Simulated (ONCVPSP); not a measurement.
## aluminium (Al) ONCV: all-electron and pseudo phase curves

| Quantity | Value |
| --- | --- |
| Element | aluminium |
| Generator | ONCVPSP 4.0.1 |
| Type | optimised norm-conserving Vanderbilt (ONCV) |
| Functional | LDA (Perdew-Wang 92) |
| Relativity | scalar-relativistic |
| Frozen core | [Ne] |
| Valence charge | 3 |
| Reference configuration | 3s2 3p1 |
| Partial waves | 3s: rc 1.90 bohr, ncon 4, nbas 8, qcut 4.1 1/bohr, 2 projectors, debl 2.8 Ha; 3p: rc 1.75 bohr, ncon 4, nbas 9, qcut 4.3 1/bohr, 2 projectors, debl 0.7 Ha; d scattering state at 0.03 Ha: rc 1.50 bohr, ncon 4, nbas 8, qcut 6.8 1/bohr, 1 projector |
| Local potential | polynomial inside 1.15 bohr (lpopt 5, dvloc0 0 Ha) |
| Core correction | polynomial model core, fcfact 0.3 |

The phase is arctan(r·R′/R) of the radial function R(r), unwrapped; energies in Ha, scanned from -2 to 5 Ha. A pole is an energy at which the radial function vanishes at the test radius. The pseudo phase is shifted by a multiple of π to meet the all-electron one at the reference energy, and phase errors are pseudo minus all-electron; the curves can meet again beyond the range given. Levels narrower than the energy grid can be missing from the lists of poles.

For each channel, where are the poles, and over which energies does the pseudopotential scatter like the atom?

```csv
channel,radius (bohr),reference energy (Ha),"poles, all-electron","poles, pseudo",unbroken range about the reference energy with phases within 0.05 rad,phase error 1 Ha above the reference energy (rad)
s,1.93,-0.29,1.74,"1.73, 3.94",below 3.5,-0.001
p,1.77,-0.10,2.79,2.39,below 2.4,-0.000
d,1.53,0.03,3.64,3.77,the whole range,+0.003
```

Note: no bound ghost flagged; GHOST(+) flagged for s at 105.0 eV.

Phases in the p channel:

| E (Ha) | all-electron | pseudo |
| --- | --- | --- |
| -1.98 | 1.220 | 1.176 |
| -1.62 | 1.136 | 1.114 |
| -1.26 | 1.034 | 1.022 |
| -0.90 | 0.879 | 0.874 |
| -0.54 | 0.614 | 0.613 |
| -0.18 | 0.144 | 0.144 |
| 0.18 | -0.466 | -0.466 |
| 0.54 | -0.909 | -0.909 |
| 0.90 | -1.157 | -1.157 |
| 1.26 | -1.301 | -1.304 |
| 1.62 | -1.395 | -1.403 |
| 1.98 | -1.463 | -1.482 |
| 2.34 | -1.516 | -1.559 |
| 2.70 | -1.560 | -1.661 |
| 3.06 | -1.601 | -1.908 |
| 3.42 | -1.641 | -3.479 |
| 3.78 | -1.685 | -4.345 |
| 4.14 | -1.736 | -4.501 |
| 4.50 | -1.803 | -4.568 |
| 4.86 | -1.903 | -4.607 |
